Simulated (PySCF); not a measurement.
Species: C7H7NO2.
Cartesian coordinates in Å at the PBE0-D3(BJ)/def2-SVP level; atoms count from 1:
```
atom  x, y, z in Å
O1     2.391   -0.594    1.961
C2     2.788    0.144    1.102
O3     2.391    0.160   -0.163
C4     1.427   -0.819   -0.572
C5     0.018   -0.299   -0.467
C6    -0.590   -0.096    0.779
C7    -1.889    0.401    0.810
C8    -2.536    0.667   -0.394
C9    -1.848    0.419   -1.580
N10   -0.603   -0.048   -1.619
H11    3.560    0.926    1.250
H12    1.560   -1.726    0.037
H13    1.639   -1.027   -1.626
H14   -0.044   -0.332    1.694
H15   -2.393    0.571    1.765
H16   -3.556    1.056   -0.418
H17   -2.326    0.609   -2.548
```

All values: B3LYP/def2-SVPD (PySCF, non-relativistic), on one gas-phase PBE0-D3(BJ)/def2-SVP geometry that isn't relaxed in the solvent. The solvent is an IEF-PCM continuum (cavity from Bondi-type radii × 1.2). Specific hydrogen bonds and non-electrostatic terms are outside this model.

Gas phase at B3LYP/def2-SVPD: HOMO -7.40 eV, LUMO -1.26 eV, dipole 1.63 D.

Problem. What does the continuum do to the energy, the frontier levels and the dipole at B3LYP/def2-SVPD in tetrahydrofuran and water?

Solution. 
```tsv
solvent	ε	E(solvent) − E(gas) (kcal/mol)	polarisation term (kcal/mol)	distortion of the solute (kcal/mol)	HOMO (eV)	LUMO (eV)	dipole (D)
tetrahydrofuran	7.426	-5.72	-6.47	0.75	-7.44	-1.19	2.08
water	78.36	-7.07	-8.26	1.19	-7.44	-1.19	2.20
```

The first energy column is the sum of the next two and covers electrostatics alone. The atom shares or the degeneracy of the HOMO differ from the gas phase in tetrahydrofuran and water, so that column needn't follow one orbital. From tetrahydrofuran to water the lowering changes by a factor 1.24, Onsager's factor (ε − 1)/(2ε + 1) by 1.21 and ε itself by 10.6.

Problem. Which radius a makes the point-dipole formula ΔE = −[(ε − 1)/(2ε + 1)]·μ²/a³ give the value in water, with the gas-phase dipole?

Solution. μ = 0.642 au and |ΔE| = 0.01126 Eh give a = 1.39 Å; the farthest nucleus lies 3.89 Å from the centroid of the nuclei, so such a sphere wouldn't even hold the nuclei. The formula assumes a rigid point dipole at the centre of a sphere.

Problem. Give the dipole vector in the frame of the coordinates (D, pointing from negative to positive charge), gas and water.

Solution. Gas (-1.41, 0.81, 0.09), solvent (-1.86, 1.10, 0.41). Its length changes by +35 % and its direction by 8°.

Problem. How does the static polarisability (B3LYP/def2-SVPD, frozen core, with the continuum's full static response) change?

Solution. 
```
         medium  isotropic (au)  principal values (au)  ⟨r²⟩ of the electrons (bohr²)
            gas            93.7      64.7, 96.5, 120.0                         1529.9
tetrahydrofuran           121.0     82.9, 129.6, 150.4                         1528.6
          water           129.0     89.5, 139.3, 158.0                         1528.2
```

The isotropic value in water is 1.38 times the gas-phase one; no cavity-field correction is applied. ⟨r²⟩ is taken about the centre of nuclear charge.
